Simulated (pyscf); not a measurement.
**`[F][Ti]([F])([F])[Cl]`, singlet**

Gas-phase minimum from PySCF at ωB97X-D3(BJ)/def2-SVP, one conformer. 

```xyz
5

F      1.0022     1.8985    -0.5744
Ti     0.2205     0.3785    -0.3715
F      0.4514    -0.1624     1.2458
F     -1.4655     0.5784    -0.6521
Cl     1.0447    -1.0700    -1.7637
```
Charge 0, spin multiplicity 1.

Bonds (Å): F1–Ti2 1.721, Ti2–F3 1.721, Ti2–F4 1.721, Ti2–Cl5 2.171. Bond angles (°): F1–Ti2–F3 109.1, F1–Ti2–F4 108.9, F1–Ti2–Cl5 109.9, F3–Ti2–F4 108.7, F3–Ti2–Cl5 110.0, F4–Ti2–Cl5 110.2.

Properties at ωB97X-D3(BJ)/def2-SVP:

* **Harmonic wavenumbers, unscaled**: 163, 164, 212, 213, 214, 490, 793, 850, 851 cm⁻¹
* **Zero-point energy**: 5.6 kcal/mol
* **Rotational symmetry number**: 3
* **Entropy of this conformer at 298 K and 1 atm, rigid rotor and harmonic oscillator, modes under 100 cm⁻¹ raised to 100**: 327.9 J/(mol K)
* **Dipole moment**: 0.22 D

Single-point totals, which compare only within one level:

```json
[
 {"level": "ωB97X-D3(BJ)/def2-TZVP", "total energy (hartree)": "-1609.62556"},
 {"level": "PBE/def2-TZVP", "total energy (hartree)": "-1608.97264"},
 {"level": "r²SCAN/def2-TZVP", "total energy (hartree)": "-1609.47781"},
 {"level": "B3LYP-D3(BJ)/def2-TZVP", "total energy (hartree)": "-1609.67911"},
 {"level": "PBE0-D3(BJ)/def2-TZVP", "total energy (hartree)": "-1609.00152"},
 {"level": "M06-2X/def2-TZVP", "total energy (hartree)": "-1609.46088"},
 {"level": "ωB97M-D3(BJ)/def2-TZVP", "total energy (hartree)": "-1609.75823"}
]
```
